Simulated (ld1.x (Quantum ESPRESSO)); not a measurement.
## Reading a pseudo-wave (titanium)

Columns: radius, all-electron u(r) and pseudo u(r) of the 3d shell (level -34.93 eV) of titanium in the configuration [Ne] 3s2 3p6 3d1 4s0 4p0; LDA (PZ), scalar-relativistic, TM scheme, ld1.x (Quantum ESPRESSO) 7.5.

```json
{"r (bohr)": "0.110", "all-electron": "0.0466", "pseudo": "0.0055"}
{"r (bohr)": "0.220", "all-electron": "0.2004", "pseudo": "0.0418"}
{"r (bohr)": "0.330", "all-electron": "0.3917", "pseudo": "0.1294"}
{"r (bohr)": "0.440", "all-electron": "0.5668", "pseudo": "0.2712"}
{"r (bohr)": "0.550", "all-electron": "0.7031", "pseudo": "0.4512"}
{"r (bohr)": "0.660", "all-electron": "0.7961", "pseudo": "0.6395"}
{"r (bohr)": "0.770", "all-electron": "0.8498", "pseudo": "0.8033"}
{"r (bohr)": "0.880", "all-electron": "0.8714", "pseudo": "0.9176"}
{"r (bohr)": "0.990", "all-electron": "0.8684", "pseudo": "0.9721"}
{"r (bohr)": "1.100", "all-electron": "0.8479", "pseudo": "0.9713"}
{"r (bohr)": "1.210", "all-electron": "0.8150", "pseudo": "0.9294"}
{"r (bohr)": "1.320", "all-electron": "0.7740", "pseudo": "0.8635"}
{"r (bohr)": "1.430", "all-electron": "0.7280", "pseudo": "0.7886"}
{"r (bohr)": "1.540", "all-electron": "0.6793", "pseudo": "0.7146"}
{"r (bohr)": "1.650", "all-electron": "0.6295", "pseudo": "0.6468"}
{"r (bohr)": "1.760", "all-electron": "0.5799", "pseudo": "0.5866"}
{"r (bohr)": "1.870", "all-electron": "0.5315", "pseudo": "0.5333"}
{"r (bohr)": "1.980", "all-electron": "0.4849", "pseudo": "0.4851"}
{"r (bohr)": "2.090", "all-electron": "0.4405", "pseudo": "0.4406"}
{"r (bohr)": "2.200", "all-electron": "0.3988", "pseudo": "0.3988"}
{"r (bohr)": "2.310", "all-electron": "0.3597", "pseudo": "0.3597"}
{"r (bohr)": "2.420", "all-electron": "0.3235", "pseudo": "0.3235"}
{"r (bohr)": "2.530", "all-electron": "0.2901", "pseudo": "0.2901"}
{"r (bohr)": "2.640", "all-electron": "0.2595", "pseudo": "0.2595"}
{"r (bohr)": "2.750", "all-electron": "0.2315", "pseudo": "0.2315"}
{"r (bohr)": "2.860", "all-electron": "0.2062", "pseudo": "0.2062"}
```

Q: How many radial nodes do the two functions have?

A: The all-electron 3d function has n − l − 1 = 0; the pseudo-wave has 0.

Q: At about which radius was the pseudo-wave matched?

A: 2.20 bohr. The columns agree to 0.0005 from 1.98 bohr on; several derivatives are matched, so the curves merge somewhat inside the radius.

Q: Is the pseudo-wave norm-conserving?

A: Yes: the TM scheme keeps the norm inside the radius equal to the all-electron one, which fixes the energy derivative of the logarithmic derivative at the level.
